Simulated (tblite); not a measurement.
Species: C₇H₉O (doublet state).
Geometry (GFN2-xTB, Å), atoms numbered from 1 in this order:
```
atom  x, y, z in Å
O1     2.6601   -0.1078   -0.0336
C2     1.6309    0.8329   -0.2259
C3     0.2630    0.2254   -0.0506
C4    -0.0963   -0.5608    1.2230
C5    -1.0609   -1.3519    0.3710
C6    -0.3341   -0.9814   -0.8675
C7    -1.6596   -0.3480   -0.6664
C8    -1.0242    0.9958   -0.3867
H9     2.4763   -0.8690   -0.5974
H10    1.7955    1.6127    0.5243
H11    1.7069    1.2904   -1.2252
H12    0.7321   -1.1639    1.5896
H13   -0.5140    0.0274    2.0426
H14   -1.5917   -2.2486    0.6348
H15   -2.6112   -0.5425   -1.1271
H16   -1.4477    1.5974    0.4202
H17   -0.9322    1.6039   -1.2849
```

Computed values, GFN2-xTB/tblite, gas phase, harmonic and unscaled. Errors from tens to a few hundred cm⁻¹ against measured bands are possible. One conformer, not necessarily the lowest. Open shells enter through the occupations alone, without spin polarisation, and single modes of such species can be off by tens of per cent.

Harmonic wavenumbers (cm⁻¹): 80.4, 163.9, 256.2, 367.3, 393.6, 427.5, 489.0, 626.5, 695.5, 761.4, 826.8, 865.6, 875.6, 916.7, 954.1, 983.6, 987.9, 1019.9, 1024.6, 1036.3, 1063.5, 1066.7, 1092.5, 1126.5, 1144.1, 1171.5, 1204.9, 1213.5, 1234.9, 1305.0, 1312.1, 1350.3, 1378.5, 1451.9, 1464.0, 1471.7, 2854.8, 2942.2, 2949.2, 2956.0, 3008.8, 3015.7, 3116.9, 3124.5, 3527.7.

A = 4368, B = 1822, C = 1612 MHz; mass 109.065 u (most abundant isotopes); point group C1, symmetry number 1; spin multiplicity 2.

Q: What is the zero-point energy?

A: Half the sum of the wavenumbers: 30650 cm⁻¹ = 87.63 kcal/mol.

Q: Entropy at 298.15 K, 1 bar (ideal gas, RRHO, classical rotation)?

A: Translation 40.00, rotation 27.62, vibration 14.47, spin (R ln 2) 1.38: S = 83.5 cal/(mol K).

Q: And Cp and H(298.15 K) − H(0)?

A: Cp = 29.22 cal/(mol K), of which vibrations give 21.27 (their classical limit is 45 R = 89.4); H(298.15 K) − H(0) = 4.95 kcal/mol without the zero-point energy, 2.58 from vibrations.

Q: How do the functions run with temperature in this model?

A: 
| T (K) | S (cal/(mol K)) | Cp (cal/(mol K)) | H − H(0) (kcal/mol) | G − H(0) (kcal/mol) | ln q(vib) |
| --- | --- | --- | --- | --- | --- |
| 150 | 68.9 | 15.7 | 1.69 | -8.64 | 1.03 |
| 250 | 78.8 | 24.3 | 3.66 | -16.03 | 2.26 |
| 400 | 93.5 | 39.7 | 8.46 | -28.95 | 4.53 |
| 600 | 112.8 | 55.5 | 18.09 | -49.61 | 8.09 |
| 900 | 138.3 | 69.7 | 37.06 | -87.39 | 13.72 |

q(vib) and H(0) count from the zero-point level.

Q: What must be added to the electronic energy to get the Gibbs energy at 298.15 K and 1 bar?

A: ZPE + [H(298.15 K) − H(0)] − T·S = 87.63 + 4.95 − 24.89 = 67.69 kcal/mol.

Q: Which modes carry the vibrational entropy at 298.15 K?

A: 80.4 cm⁻¹: 3.88; 163.9 cm⁻¹: 2.50; 256.2 cm⁻¹: 1.69; 367.3 cm⁻¹: 1.09; 393.6 cm⁻¹: 0.99; 427.5 cm⁻¹: 0.87 cal/(mol K); the other 39 give 3.45 together.

Q: Blend soft modes into free rotors: weight 1/[1 + (100 cm⁻¹/ν̃)⁴] for the oscillator and the rest for a rotor with moment μB/(μ + B), μ = h/(8π²ν), B = 10⁻⁴⁴ kg m². What vibrational entropy results?

A: 13.90 cal/(mol K) in place of 14.47, which changes −T·S at 298.15 K by +0.17 kcal/mol.

Hindered rotation and anharmonicity are outside this model. Other conformers, if any are populated, would add a mixing term that is left out. The structure is chiral; the term R ln 2 for an equal mix with its mirror image is left out.
